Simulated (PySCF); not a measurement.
**Dipole response of F⁻ (fluorine, charge -1)**

[Ne], closed-shell 1S. All numbers are calculated (PySCF 2.14, scalar relativity by spin-free X2C-1e, in x2c-QZVPPall with one added diffuse shell each of s, p, d, f type (8s5p4d3f1g, 73 functions)). Coupled (time-dependent) response in atomic units; α is the mean over directions.

```tsv
method	mean α (bohr³)	C₆ (like pair)	S(−4)
UHF	8.243	32.62	33.26
PBE0	10.59	45.45	62.58
```

S(−4) is the Cauchy moment in α(ω) = α(0) + S(−4) ω² + …

α(iu) at UHF:

```tsv
u (hartree)	α(iu) (bohr³)
0	8.243
0.0500	8.161
0.100	7.932
0.200	7.193
0.300	6.343
0.500	4.860
0.750	3.539
1.00	2.651
1.50	1.626
2.00	1.096
3.00	0.5975
5.00	0.2590
```

For an ion, C₆ is the dispersion term alone; charge-induced terms of lower order in 1/R come first.
